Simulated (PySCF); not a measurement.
How methods differ on the ionisation energy of Nb+

Nb+ [Kr] 4d4 (5D) → Nb(2+) [Kr] 4d3 (4F), as a difference of total energies. Calculation: PySCF 2.14, in x2c-QZVPPall (13s8p7d3f2g, 111 functions); the spin-free X2C one-electron Hamiltonian (Gaussian nucleus). Correlated levels: valence: [Kr] frozen; valence and next inner shell: [Ar] 3d10 frozen. The calculations carry no spin-orbit coupling.

```csv
method,ionisation energy (eV),plus first-order spin-orbit estimate,difference from reference of that sum (eV)
UHF,13.051,12.998,-1.322
LDA,14.872,14.819,+0.499
PBE,14.587,14.535,+0.215
PBE0,14.373,14.320,0.000
TPSSh,14.213,14.160,-0.160
TPSS,14.277,14.225,-0.095
M06,14.001,13.949,-0.371
MP2 (valence),13.613,13.560,-0.760
SCS-MP2 (valence),13.238,13.185,-1.135
MP2 (valence and next inner shell),14.131,14.079,-0.241
SCS-MP2 (valence and next inner shell),13.741,13.688,-0.632
```

Reference: 14.32 eV (semi-empirical (NIST evaluation); NIST Atomic Spectra Database, ionization energies).

A first-order spin-orbit estimate (lowest level to lowest level, LS coupling) adds -0.053 eV.

Errors of the correlated levels include the incompleteness of this basis and the frozen core.
